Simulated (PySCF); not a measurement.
Al(Me)(PH2)2 (CH7AlP2), SMILES [CH3][Al]([PH2])[PH2].

Geometry optimised at TPSSh-D3(BJ)/def2-SVP. The structure was generated by enumeration; whether it is a known compound was not checked. One conformer was computed; it need not be the lowest.

Method: PySCF with r2SCAN/def2-TZVP.

The molecule is in vacuum.

Task: Estimate the frontier levels, gap, dipole moment and polarisability. (An estimate is asked for; the answer gives what the named calculation found.)

Result: 
```yaml
highest_occupied_level: -6.01 eV
lowest_empty_level: -1.73 eV
orbital_gap: 4.28 eV
dipole_moment: 1.70 D
quadrupole, principal values (traceless, Buckingham form, about the centre of nuclear charge): -5.73, 0.12, 5.62 D·Å
mean_static_polarisability: 98.4 bohr³ (14.59 Å³)
polarisability_principal_values: 74.5, 100.5, 120.3 bohr³
```
